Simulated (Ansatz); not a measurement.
(ClAlNH)4 cubane (Al₄N₄Cl₄H₄), 16 atoms. Hardware: 4 threads of Arm Neoverse V1 on a shared host.

Correlated methods freeze 44 core orbitals.

How many basis functions does each of these Ansatz runs have, and roughly what does it cost? B97M-V/def2-SVP, charge -1 doublet at the geometry of the charge 0 singlet, energy, from earlier orbitals; MP2/def2-SVP, charge 0 singlet, energy, from earlier orbitals; PBE-D4/def2-SVP, charge 1 doublet at the geometry of the charge 0 singlet, energy, from earlier orbitals; B97M-V/def2-TZVP, charge 0 singlet, energy, from earlier orbitals; PBE-D4/def2-SVP, charge 0 singlet, relaxation, 4 steps; PBE-D4/def2-SVP, charge 0 triplet at the geometry of the charge 0 singlet, energy, from earlier orbitals; PBE0-D4/def2-TZVP, charge 0 singlet, energy and forces, from earlier orbitals; B97M-V/def2-SVP, charge 1 doublet at the geometry of the charge 0 singlet, energy, from earlier orbitals; r2SCAN-D4/def2-TZVP, charge 0 singlet, energy, from earlier orbitals; PBE-D4/def2-SVP, charge -1 doublet at the geometry of the charge 0 singlet, energy, from earlier orbitals; PBE-D4/def2-TZVP, charge 0 singlet, energy, from earlier orbitals; PBE0-D4/def2-SVP, charge -1 doublet at the geometry of the charge 0 singlet, energy.

Other jobs shared the machine, so times can vary by a factor of up to 3. A dash marks memory too small to be measured apart from the calling script's.

| run | functions | fitting or Cholesky vectors | wall time | peak host memory (GiB) |
| --- | --- | --- | --- | --- |
| MP2/def2-SVP, charge 0 singlet, energy, from earlier orbitals | 220 | 2044 | 8.5 s | 0.81 |
| PBE-D4/def2-SVP, charge -1 doublet at the geometry of the charge 0 singlet, energy, from earlier orbitals | 220 | 2472 | 13 s | 0.56 |
| PBE-D4/def2-TZVP, charge 0 singlet, energy, from earlier orbitals | 444 | 2856 | 15 s | 1.5 |
| PBE-D4/def2-SVP, charge 0 singlet, relaxation, 4 steps | 220 | 2472 | 18 s | – |
| PBE0-D4/def2-SVP, charge -1 doublet at the geometry of the charge 0 singlet, energy | 220 | 2044 | 20 s | 1.5 |
| PBE-D4/def2-SVP, charge 1 doublet at the geometry of the charge 0 singlet, energy, from earlier orbitals | 220 | 2472 | 21 s | 0.6 |
| r2SCAN-D4/def2-TZVP, charge 0 singlet, energy, from earlier orbitals | 444 | 2856 | 36 s | 1.5 |
| PBE-D4/def2-SVP, charge 0 triplet at the geometry of the charge 0 singlet, energy, from earlier orbitals | 220 | 2472 | 38 s | 1.1 |
| B97M-V/def2-SVP, charge -1 doublet at the geometry of the charge 0 singlet, energy, from earlier orbitals | 220 | 2472 | 53 s | 1 |
| B97M-V/def2-TZVP, charge 0 singlet, energy, from earlier orbitals | 444 | 2856 | 55 s | 1.7 |
| PBE0-D4/def2-TZVP, charge 0 singlet, energy and forces, from earlier orbitals | 444 | 2984 | 59 s | 3.2 |
| B97M-V/def2-SVP, charge 1 doublet at the geometry of the charge 0 singlet, energy, from earlier orbitals | 220 | 2472 | 3 min | 1.6 |
